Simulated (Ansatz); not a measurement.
**Molecular dynamics of AlClH$_{6}$O$_{2}$Sn**

Input:

```yaml
crystal:
  periodic: [false, false, false]
  atoms:
    - { symbol: Sn, position_ang: [0.021023, 0.19465, 0.282568] }
    - { symbol: H, position_ang: [-1.357363, 0.629614, 1.827034] }
    - { symbol: O, position_ang: [2.118933, 0.444571, -0.185195] }
    - { symbol: H, position_ang: [2.339986, 0.831721, -1.054203] }
    - { symbol: Cl, position_ang: [-0.935218, 1.447021, -1.471449] }
    - { symbol: H, position_ang: [-0.240978, -1.494764, 0.134216] }
    - { symbol: O, position_ang: [0.784831, 1.192931, 1.87945] }
    - { symbol: Al, position_ang: [2.571321, 1.430991, 1.428269] }
    - { symbol: H, position_ang: [3.549574, 0.539004, 2.328734] }
    - { symbol: H, position_ang: [2.952043, 2.916104, 0.952244] }
    - { symbol: H, position_ang: [-0.507253, 1.00636, 2.157831] }
basis:
  gaussian: { orbitals: def2-SVP }
hamiltonian:
  xc: pbe
md:
  timestep: 0.5
  n_steps: 200
  ensemble: nve
  temperature: 100.0
  initial_velocities: maxwell_boltzmann
  seed: 3524
```

Launched with:

```bash
$ ansatz run input.yaml --threads 4 --pin off --max-ram 5120MiB --backend cpu --events-out ev --progress --plain --runs-dir out
```

It starts at the highest image of a converged band. Of that band: The profile has 2 maxima (images 3, 5) with wells between them (image 4): this band takes more than one step, which may be the mechanism or a detour left from its start path. A structure lower than the last end lies on the path between it and the top, so the climb from that side starts below the end, which may itself be a saddle point or a shallow side well. Neighbouring images differ by up to 1.7 eV, so the band resolves the path poorly. A vibrational analysis at the climbing image gives one clearly imaginary mode, 1279i cm⁻¹: a first-order saddle point.

Output, in part (one step line in 7, the closing report, with atoms numbered from 0):

```
md step     0: t =     0.00 fs  T =   100.0 K  F+E_penalty+E_count = -29121.65419331 eV  E_kin = 0.116334 eV  conserved = -29121.53785931 eV  (28 SCF iters)
md step     7: t =     3.50 fs  T =    91.3 K  F+E_penalty+E_count = -29121.64388259 eV  E_kin = 0.106213 eV  conserved = -29121.53766929 eV  (31 SCF iters)
md step    14: t =     7.00 fs  T =   165.1 K  F+E_penalty+E_count = -29121.72949535 eV  E_kin = 0.192093 eV  conserved = -29121.53740267 eV  (30 SCF iters)
md step    21: t =    10.50 fs  T =   371.2 K  F+E_penalty+E_count = -29121.97108143 eV  E_kin = 0.431816 eV  conserved = -29121.53926504 eV  (29 SCF iters)
md step    28: t =    14.00 fs  T =   778.3 K  F+E_penalty+E_count = -29122.44688662 eV  E_kin = 0.905405 eV  conserved = -29121.54148144 eV  (29 SCF iters)
md step    35: t =    17.50 fs  T =   872.6 K  F+E_penalty+E_count = -29122.55276921 eV  E_kin = 1.015128 eV  conserved = -29121.53764101 eV  (29 SCF iters)
md step    42: t =    21.00 fs  T =  1067.9 K  F+E_penalty+E_count = -29122.77863692 eV  E_kin = 1.242306 eV  conserved = -29121.53633084 eV  (30 SCF iters)
md step    49: t =    24.50 fs  T =   948.0 K  F+E_penalty+E_count = -29122.64088382 eV  E_kin = 1.102807 eV  conserved = -29121.53807633 eV  (30 SCF iters)
md step    56: t =    28.00 fs  T =   827.4 K  F+E_penalty+E_count = -29122.50349432 eV  E_kin = 0.962497 eV  conserved = -29121.54099766 eV  (32 SCF iters)
md step    63: t =    31.50 fs  T =   706.9 K  F+E_penalty+E_count = -29122.36320307 eV  E_kin = 0.822318 eV  conserved = -29121.54088467 eV  (30 SCF iters)
md step    70: t =    35.00 fs  T =   564.4 K  F+E_penalty+E_count = -29122.19358883 eV  E_kin = 0.656559 eV  conserved = -29121.53702947 eV  (31 SCF iters)
md step    77: t =    38.50 fs  T =   707.6 K  F+E_penalty+E_count = -29122.36114575 eV  E_kin = 0.823195 eV  conserved = -29121.53795074 eV  (30 SCF iters)
md step    84: t =    42.00 fs  T =   963.4 K  F+E_penalty+E_count = -29122.66097278 eV  E_kin = 1.120769 eV  conserved = -29121.54020359 eV  (30 SCF iters)
md step    91: t =    45.50 fs  T =   907.9 K  F+E_penalty+E_count = -29122.59528165 eV  E_kin = 1.056140 eV  conserved = -29121.53914139 eV  (29 SCF iters)
md step    98: t =    49.00 fs  T =   849.4 K  F+E_penalty+E_count = -29122.52546453 eV  E_kin = 0.988186 eV  conserved = -29121.53727808 eV  (29 SCF iters)
md step   105: t =    52.50 fs  T =   817.1 K  F+E_penalty+E_count = -29122.48794055 eV  E_kin = 0.950529 eV  conserved = -29121.53741205 eV  (30 SCF iters)
md step   112: t =    56.00 fs  T =   756.5 K  F+E_penalty+E_count = -29122.42078067 eV  E_kin = 0.880072 eV  conserved = -29121.54070871 eV  (30 SCF iters)
md step   119: t =    59.50 fs  T =   752.5 K  F+E_penalty+E_count = -29122.41693059 eV  E_kin = 0.875471 eV  conserved = -29121.54145941 eV  (30 SCF iters)
md step   126: t =    63.00 fs  T =   538.1 K  F+E_penalty+E_count = -29122.16391416 eV  E_kin = 0.626044 eV  conserved = -29121.53787041 eV  (31 SCF iters)
md step   133: t =    66.50 fs  T =   432.1 K  F+E_penalty+E_count = -29122.03810092 eV  E_kin = 0.502668 eV  conserved = -29121.53543243 eV  (30 SCF iters)
md step   140: t =    70.00 fs  T =   516.1 K  F+E_penalty+E_count = -29122.13831977 eV  E_kin = 0.600343 eV  conserved = -29121.53797724 eV  (31 SCF iters)
md step   147: t =    73.50 fs  T =   600.1 K  F+E_penalty+E_count = -29122.23907452 eV  E_kin = 0.698130 eV  conserved = -29121.54094405 eV  (30 SCF iters)
md step   154: t =    77.00 fs  T =   593.4 K  F+E_penalty+E_count = -29122.23106420 eV  E_kin = 0.690377 eV  conserved = -29121.54068678 eV  (30 SCF iters)
md step   161: t =    80.50 fs  T =   548.9 K  F+E_penalty+E_count = -29122.17574707 eV  E_kin = 0.638530 eV  conserved = -29121.53721727 eV  (30 SCF iters)
md step   168: t =    84.00 fs  T =   582.1 K  F+E_penalty+E_count = -29122.21634762 eV  E_kin = 0.677173 eV  conserved = -29121.53917417 eV  (30 SCF iters)
md step   175: t =    87.50 fs  T =   711.8 K  F+E_penalty+E_count = -29122.36811789 eV  E_kin = 0.828014 eV  conserved = -29121.54010385 eV  (30 SCF iters)
md step   182: t =    91.00 fs  T =   779.8 K  F+E_penalty+E_count = -29122.44645904 eV  E_kin = 0.907154 eV  conserved = -29121.53930544 eV  (30 SCF iters)
md step   189: t =    94.50 fs  T =   787.0 K  F+E_penalty+E_count = -29122.45233896 eV  E_kin = 0.915582 eV  conserved = -29121.53675716 eV  (30 SCF iters)
md step   196: t =    98.00 fs  T =   984.6 K  F+E_penalty+E_count = -29122.68301410 eV  E_kin = 1.145409 eV  conserved = -29121.53760543 eV  (30 SCF iters)
md step   200: t =   100.00 fs  T =  1066.9 K  F+E_penalty+E_count = -29122.78047814 eV  E_kin = 1.241194 eV  conserved = -29121.53928386 eV  (28 SCF iters)
Total energy: -29122.78052741 eV, -1070.2424442526 hartree
Atom 0 at    -0.099091     0.097335     0.272843 Å, force     0.365185     0.317946     1.758561 eV/Å
Atom 1 at    -1.607991    -0.092784     1.309041 Å, force     0.787947     0.245895    -0.570819 eV/Å
Atom 2 at     1.983109     0.731314    -0.185528 Å, force     1.086564     0.648828     0.226844 eV/Å
Atom 3 at     2.106213     1.271604    -0.995203 Å, force    -0.106122    -0.070106     0.184976 eV/Å
Atom 4 at    -0.757251     1.520318    -1.478061 Å, force    -0.258724     0.092039    -0.373220 eV/Å
Atom 5 at     0.824814    -1.338878     0.070433 Å, force    -0.500142    -0.433713    -0.098598 eV/Å
Atom 6 at     0.965502     1.334663     1.965132 Å, force    -1.719881     0.032814     1.164569 eV/Å
Atom 7 at     2.764421     1.485893     1.417045 Å, force    -0.574234     0.218295    -0.307677 eV/Å
Atom 8 at     3.723738     0.562510     2.341169 Å, force    -0.193321    -0.064564    -0.269296 eV/Å
Atom 9 at     3.268713     3.027653     1.152085 Å, force    -0.202681    -0.391449    -0.052188 eV/Å
Atom 10 at     0.426627     1.610402     2.791986 Å, force     1.315409    -0.595984    -1.663153 eV/Å
Dipole moment:    -0.516956    -0.285181     0.069140 e Å
```

All steps were run. The conserved energy stayed within 0.4 meV per atom of its start (net change -0.13 meV per atom), so the integration is sound. The kinetic energy rose, since the run started high on the potential surface and went downhill. A run of 0.1 ps of so small a system gives no equilibrium averages. The orbitals stay closed-shell, which can raise the energy where a bond breaks towards radicals; this wasn't checked here.

Between its relaxed ends the band would form H2–H11 and break Sn1–H2, O7–H11. These pairs go: H2–H11 0.99 → 3.04 Å, Sn1–H2 2.12 → 1.84 Å, O7–H11 1.33 → 1.02 Å. In the last frame they stand as before the step (other bonds may differ from the relaxed reactants and products). Also parted: Sn1–Al8 3.06 → 3.38 Å, Sn1–H11 2.11 → 2.99 Å. It ends as one piece, AlClH6O2Sn. Pairs count as bonded within 1.25 times the sum of covalent radii (0.12 Å more for H–H).

Last frame:

```xyz
11
Properties=species:S:1:pos:R:3
Sn -0.099 0.097 0.273
H -1.608 -0.093 1.309
O 1.983 0.731 -0.185
H 2.106 1.272 -0.995
Cl -0.757 1.520 -1.478
H 0.825 -1.339 0.070
O 0.966 1.335 1.965
Al 2.764 1.486 1.417
H 3.724 0.562 2.341
H 3.269 3.028 1.152
H 0.427 1.610 2.792
```

The run took 110 s on 4 threads of AMD EPYC 9R45 96-Core Processor (Zen 5), on a shared host, peak memory 0.2 GiB.
